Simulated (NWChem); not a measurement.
Species: C₄H₉S, doublet; SMILES CCS[CH]C

```xyz
14

C      0.0383     2.7549     0.0312
C     -0.5293     1.3816    -0.0137
S      0.5405     0.0270    -0.0142
C     -0.6312    -1.3613     0.0411
C      0.1159    -2.6806    -0.0021
H      0.3609     3.1234    -0.9633
H     -0.7079     3.4712     0.4097
H      0.9184     2.8071     0.6927
H     -1.5551     1.2137    -0.3580
H     -1.2287    -1.2710     0.9618
H     -1.3167    -1.2682    -0.8168
H     -0.5924    -3.5222     0.0322
H      0.8011    -2.7802     0.8535
H      0.7098    -2.7735    -0.9241
```
Atoms are numbered in this order, from 1.

Program: NWChem. Pople sets run with spherical d functions. Spin-unrestricted. The geometry was optimised at PBE0/def2-SVP, spin-unrestricted. No frequency run checked for a minimum. No stability test was run on the SCF state.

For level PBE/STO-3G:

```yaml
highest occupied level (eV): -0.13
lowest empty minus highest occupied level, either spin (eV): 1.91
dipole (D): 1.06
```

Question: Estimate the same quantities for level PBE/6-311G**.

Answer: The highest occupied level (eV) is -3.40 and the lowest empty minus highest occupied level, either spin (eV) comes out as 1.46. The dipole (D) comes out as 1.35.
